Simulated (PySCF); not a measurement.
## Ionisation energy of Fe(2+) by level of theory

Fe(2+) [Ar] 3d6 (5D) → Fe(3+) [Ar] 3d5 (6S), as a difference of total energies. All numbers are calculated (PySCF 2.14, the spin-free X2C one-electron Hamiltonian (Gaussian nucleus), in aug-cc-pVQZ-DK). Correlated levels: valence: [Ar] frozen. The calculations carry no spin-orbit coupling.

| method | ionisation energy (eV) |
| --- | --- |
| UHF | 28.328 |
| LDA | 31.695 |
| PBE | 31.494 |
| PBE0 | 31.004 |
| r2SCAN | 30.814 |
| MN15 | 31.257 |
| BLYP | 31.596 |
| SCS-MP2 (valence) | 30.290 |

Problem. Estimate what MP2 (valence) gives.

Solution. 30.055 eV, closest to SCS-MP2 (valence) among the rows shown.

Problem. Estimate what M06-2X gives.

Solution. 30.753 eV, closest to r2SCAN among the rows shown.

A first-order spin-orbit estimate (lowest level to lowest level, LS coupling) adds 0.060 eV.

For comparison: 30.651 ± 0.012 eV (measured; NIST Atomic Spectra Database, ionization energies).
